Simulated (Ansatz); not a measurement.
The cluster Si₄Ge⁻. The state is a doublet with charge -1. Geometry B3LYP-D4/def2-SVPD; atoms count from 1.

```
atom   x (Å)   y (Å)   z (Å)
 Si1   2.219   0.762  -0.243
 Si2   0.494  -0.670  -0.622
 Si3  -1.161  -0.129   1.241
 Si4   0.095   1.673   0.240
 Ge5  -1.646  -1.636  -0.616
```

Another isomer (doublet) lies 1.04 eV lower at PBE0-D4/def2-TZVPD; other spin states weren't run for this one.

Estimate the Mulliken populations from the PBE0/def2-TZVPD orbitals of Ansatz.


```tsv
atom	charge (e)	spin (α − β)
Si1	-0.34	0.42
Si2	0.06	-0.10
Si3	-0.24	0.13
Si4	-0.19	0.11
Ge5	-0.30	0.43
```
Mulliken values depend strongly on the basis. With diffuse functions, as here, like atoms can get unlike values, and bond orders can come out too low or too high.

Where does the spin sit?

Summed by element: Si 0.57, Ge 0.43, of 1 unpaired in all. Largest on single atoms: Ge5 0.43, Si1 0.42, Si3 0.13.

And the Mayer bond orders between heavy atoms (over 0.3)?

Si1–Si2 0.95 (2.27 Å); Si1–Si4 1.07 (2.36 Å); Si2–Si3 0.72 (2.55 Å); Si2–Si4 0.73 (2.53 Å); Si2–Ge5 0.90 (2.35 Å); Si3–Si4 0.93 (2.41 Å); Si3–Ge5 1.08 (2.44 Å).
